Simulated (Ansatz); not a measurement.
BH3SZn (`B[S][ZnH]`): the same geometry under several functionals.

```yaml
crystal:
  periodic: [false, false, false]
  atoms:
    - {symbol: B, position_ang: [-0.734215, 0.202122, -0.896285]}
    - {symbol: S, position_ang: [-0.747096, -1.289401, 0.067813]}
    - {symbol: Zn, position_ang: [0.902101, -0.471780, 1.248065]}
    - {symbol: H, position_ang: [-1.516334, 0.321583, -1.790379]}
    - {symbol: H, position_ang: [0.040762, 1.097568, -0.674838]}
    - {symbol: H, position_ang: [2.054772, 0.139908, 2.045624]}
basis:
  gaussian: {orbitals: def2-TZVPP}
hamiltonian: {xc: {name: wB97X-V}}
output: {orbitals: {seedname: orbitals}}
```

```sh
$ ansatz run in.yaml --threads 2 --pin off --events-out ev --progress --plain --max-ram 32768MiB --backend cpu
```

It prints (some lines left out):

```
Functional definition: wB97X-V
1173 factors; their error is unknown
222 factors; integrals over basis functions are off by at most 1.8e-5 eV
mean field evaluation 1: about -59973.6464 eV, gradient 3.4e1 eV
mean field evaluation 2: about -59973.4556 eV, gradient 5.3e1 eV
mean field evaluation 4: about -59975.3226 eV, gradient 1.3e0 eV
mean field evaluation 8: about -59975.3828 eV, gradient 3.1e-2 eV
mean field evaluation 16: about -59975.3828 eV, gradient 1.3e-5 eV
mean field -59975.38283216 eV, -2204.0546663074 hartree, gradient 1.3e-5 eV, S^2 0.000000; 0 other end points of the search recorded, 0 dependent functions left out
reference -59975.38282998 eV, -2204.0546662271 hartree; 27, 27 occupied and 152, 152 virtual orbitals, 1173 factors
Total energy: -59975.38282998 eV, -2204.0546662271 hartree
```

Run time 6 s (2 threads of an AMD EPYC 7R13 on a shared host); peak host memory 0.67 GiB.

The same input with `hamiltonian: {xc: pbe0, dispersion: d4}` (abridged; 2.5 s):

```
Functional definition: PBE0
mean field -59970.15006405 eV, -2203.8623656261 hartree, gradient 5.8e-5 eV, S^2 0.000000
Total energy: -59970.24947427 eV, -2203.8660188845 hartree
```

Changing it to `hamiltonian: {xc: {name: B3LYP}, dispersion: d4}` and forces (abridged; 3.7 s):

```
Functional definition: B3LYP
mean field evaluation 16: about -59983.8874 eV, gradient 1.3e-5 eV
mean field -59983.88744651 eV, -2204.3672051202 hartree, gradient 1.3e-5 eV, S^2 0.000000
Total energy: -59984.08217079 eV, -2204.3743611053 hartree
Atom 0 force    -0.040643     0.223469    -0.188803 eV/Å
Atom 1 force    -0.105468    -0.131422    -0.023890 eV/Å
Atom 2 force     0.226678     0.046760     0.204925 eV/Å
Atom 3 force     0.088776    -0.004558     0.096348 eV/Å
Atom 4 force    -0.109021    -0.106224    -0.044782 eV/Å
Atom 5 force    -0.060322    -0.028026    -0.043798 eV/Å
Dipole moment:     0.172430     0.014342     0.170292 e Å
```

The same input with `hamiltonian: {xc: {name: B97M-V}}` (abridged; 6.5 s):

```
Functional definition: B97M-V
mean field evaluation 16: about -59969.7343 eV, gradient 2.8e-4 eV
mean field -59969.73430748 eV, -2203.8470868539 hartree, gradient 3.9e-5 eV, S^2 0.000000
Total energy: -59969.73437289 eV, -2203.8470892578 hartree
```

With the line `hamiltonian: {xc: {name: B2PLYP}}` (abridged; 4.7 s):

```
Functional definition: B2PLYP
mean field evaluation 16: about -59962.9496 eV, gradient 9.7e-5 eV
mean field -59962.94960582 eV, -2203.5977536668 hartree, gradient 8.7e-6 eV, S^2 0.000000
15 core orbitals not correlated: weight in the atoms' cores, before any rotation towards them, 1.000 or more for the frozen orbitals, at most 0.000 for the correlated occupied ones
second order -25.78938033 eV of doubles, -0.00000000 eV of singles
Total energy: -59969.91289744 eV, -2203.8536499139 hartree
```

With the line `hamiltonian: {xc: {name: r2SCAN0}, dispersion: d4}` (abridged; 4.4 s):

```
Functional definition: r2SCAN0
mean field evaluation 16: about -59978.9851 eV, gradient 5.6e-5 eV
mean field -59978.98507228 eV, -2204.1870461902 hartree, gradient 5.6e-5 eV, S^2 0.000000
Total energy: -59979.01690672 eV, -2204.1882160841 hartree
```

B3LYP takes the VWN-RPA correlation (the form of Gaussian; ORCA's B3LYP/G).
